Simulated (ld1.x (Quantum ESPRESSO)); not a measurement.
## Transferability test, TM potential for samarium (Sm)

```json
{
  "Element": "Sm (Z = 62)",
  "Generator": "ld1.x (Quantum ESPRESSO) 7.5",
  "Type": "norm-conserving Troullier–Martins (Kleinman–Bylander form)",
  "Functional": "PBE",
  "Relativity": "fully relativistic",
  "Frozen core": "[Kr] 4d10",
  "Valence charge": "16",
  "Reference configuration": "4f6 5s2 5p6 5d0 6s0 6p0 (charge +2)",
  "Partial waves": "5s (bound): rc 1.85 bohr; 5p (bound): rc 2.80 bohr; 5d (bound, empty): rc 2.30 bohr; 4f (bound): rc 0.90 bohr",
  "Local potential": "all-electron potential smoothed inside 1.90 bohr (lloc = -1)",
  "Core correction": "none"
}
```

Open shells are filled in proportion to 2j + 1 (rel_dist='average').

Energies are relative to the spin-unpolarised reference configuration 4f6 5s2 5p6 5d0 6s0 6p0; without spin polarisation the order of configurations can differ from experiment. The frozen-core shift is the all-electron ΔE with the core orbitals held at their reference shape minus the fully relaxed ΔE.

```csv
valence configuration,charge,ΔE all-electron (eV),error AE − PS (meV),frozen-core shift (meV)
4f6 5s2 5p6 5d0 6s2 6p0,0,-17.037,+149,+0.6
4f6 5s2 5p6 5d0 6s1 6p0,+1,-11.089,+107,+0.1
4f5 5s2 5p6 5d0 6s0 6p0,+3,23.777,+12,+125
4f6 5s2 5p6 5d0 6s0 6p2,0,-12.048,+79,+0.1
4f6 5s2 5p5 5d0 6s2 6p0,+1,11.271,+279,+2.1
4f6 5s2 5p6 5d0 6s1.5 6p0,+0.5,-14.668,+134,+0.2
```

(1) What are ΔE and the potential's error for 4f6 5s2 5p6 5d0 6s1 6p1?

Levels in the configuration 4f6 5s2 5p6 5d0 6s2 6p0:

```
   level  all-electron (eV)  pseudo (eV)
4f j=5/2             -2.773       -2.604
4f j=7/2             -2.233       -2.073
5s j=1/2            -43.203      -43.071
5p j=1/2            -25.700      -25.579
5p j=3/2            -22.177      -22.060
6s j=1/2             -3.583       -3.603
```

Answers

(1) ΔE = -14.604 eV all-electron; the error (AE − PS) is +117 meV.
